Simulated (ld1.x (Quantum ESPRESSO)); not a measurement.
## O: one change to a TM potential, before and after

```json
{
  "Element": "O (Z = 8)",
  "Generator": "ld1.x (Quantum ESPRESSO) 7.5",
  "Type": "norm-conserving Troullier–Martins (Kleinman–Bylander form)",
  "Functional": "PBE",
  "Relativity": "scalar-relativistic",
  "Frozen core": "[He]",
  "Valence charge": "6",
  "Reference configuration": "2s1 2p5",
  "Partial waves": "2s (bound): rc 0.85 bohr; 2p (bound): rc 2.10 bohr; 3d channel at 0.25 Ry: rc 1.80 bohr",
  "Local potential": "all-electron potential smoothed inside 1.45 bohr (lloc = -1)",
  "Core correction": "Bessel-smoothed model core, default radius (core density twice the valence density)"
}
```

Change: all radii but the core radius scaled by about 1.27 (s 1.08, p 2.66, d 2.28 bohr); local potential all-electron potential smoothed inside 1.84 bohr (lloc = -1).

Cutoffs: the cutoffs (Ry, on a coarse ladder) from which the occupation-weighted sum of valence levels, in a spherical-Bessel basis at the reference potential, stays within 10 and 1 mRy of its value at 400 Ry; they do not see the model core or the augmentation charge, which bear on the density cutoff. Errors are all-electron minus pseudo energies relative to the spin-unpolarised reference configuration.

Task: Predict the effect on cutoff, ghosts and configuration errors.

Result: The potential gets softer (70 Ry and 160 Ry → 50 Ry and 110 Ry); of the 7 tests that both files solve, the error grows in 7 and shrinks in 0 by more than 15 % and 0.3 meV (median size 263.1 → 509.4 meV); neither file shows a bound ghost at the reference potential, the only one tested. A larger radius leaves more room for a smooth pseudo-wave, so fewer plane waves are needed. More of the atom is replaced by a form fitted at one configuration, so other configurations suffer.

```tsv
quantity	base	changed
cutoff, loose	70 Ry	50 Ry
cutoff, tight	160 Ry	110 Ry
loose cutoff by channel (10 mRy a level)	s 60 Ry, p 30 Ry	s 45 Ry, p 25 Ry
bound ghosts	none	none
error for 2s2 2p4, meV [ΔE -14.95 eV]	-23	-107
error for 2s2 2p3, meV [ΔE 1.48 eV]	+263	+509
error for 2s2 2p2, meV [ΔE 35.07 eV]	+1202	+2499
error for 2s2 2p4.3, meV [ΔE -17.07 eV]	-55	-174
error for 2s0 2p6, meV [ΔE 14.99 eV]	-22	-112
error for 2s2 2p1, meV [ΔE 88.94 eV]	+3598	+7218
error for 2s2 2p0, meV [ΔE 165.84 eV]	+8580	+16343
```

Changed file: These tests converged, but a pseudo level misses the all-electron one widely, so the file describes the atom poorly there or has found another state: 2s2 2p2: 2p by 3.1 eV; 2s2 2p1: 2p by 6.6 eV (a node warning on the way); 2s2 2p0: empty 2p by 12.0 eV.
